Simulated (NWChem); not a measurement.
SiHCl, singlet; SMILES [SiH]Cl

```xyz
3

Si    -0.0798    -1.1153     0.0000
H      1.4428    -1.2886     0.0000
Cl    -0.0192     0.9943     0.0000
```
Atoms are numbered in this order, from 1.

All runs: NWChem. Low-valent species are run as closed-shell singlets; no triplet was tried in these runs. The geometry was optimised at B3LYP/6-31G* (spherical d). Ions are spin-unrestricted doublets at the neutral geometry; other ion states weren't tried. Functional: LC-ωPBE (HJS hole) with def2-SVP; rows give the range parameter ω in 1/bohr.

For range parameter (1/bohr) 0.25:

- −ε(HOMO) (eV) = 8.81

Q: Estimate the same quantities for range parameter (1/bohr) 0.40.

A: −ε(HOMO) (eV): 9.61
